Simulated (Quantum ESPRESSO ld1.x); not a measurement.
Results of a calculation; reference values are marked as such.
Question: Cd2+, configuration [Kr] 4d10. Level of theory: Dirac Kohn-Sham, PW91, spin-unpolarised, spherical densities, point nucleus (ld1.x of Quantum ESPRESSO 7.5). Some entries of the table are withheld. Estimate them.

orbital  occ.  eigenvalue (Ry)  <1/r> (bohr^-1)
1s1/2       2         -1950.06            50.65
2s1/2       2              (1)            11.69
2p1/2       2         -270.660            11.68
2p3/2       4         -256.507            10.94
3s1/2       2         -55.2908            4.105
3p1/2       2              (2)              (3)
3p3/2       4              (4)              (5)
3d3/2       4         -30.6074            3.671
3d5/2       6         -30.0939            3.625
4s1/2       2         -9.17567            1.581
4p1/2       2         -6.61284              (6)
4p3/2       4         -6.18428              (7)
4d3/2       4              (8)            1.081
4d5/2       6              (9)            1.066
5s1/2       0             (10)           0.5174
5p1/2       0         -1.10884           0.4277
5p3/2       0         -1.07362           0.4149

Answer: 
(1) 2s1/2 eigenvalue (Ry): -290.611
(2) 3p1/2 eigenvalue (Ry): -47.2938
(3) 3p1/2 <1/r> (bohr^-1): 4.011
(4) 3p3/2 eigenvalue (Ry): -44.7666
(5) 3p3/2 <1/r> (bohr^-1): 3.832
(6) 4p1/2 <1/r> (bohr^-1): 1.460
(7) 4p3/2 <1/r> (bohr^-1): 1.402
(8) 4d3/2 eigenvalue (Ry): -2.27519
(9) 4d5/2 eigenvalue (Ry): -2.22238
(10) 5s1/2 eigenvalue (Ry): -1.57559
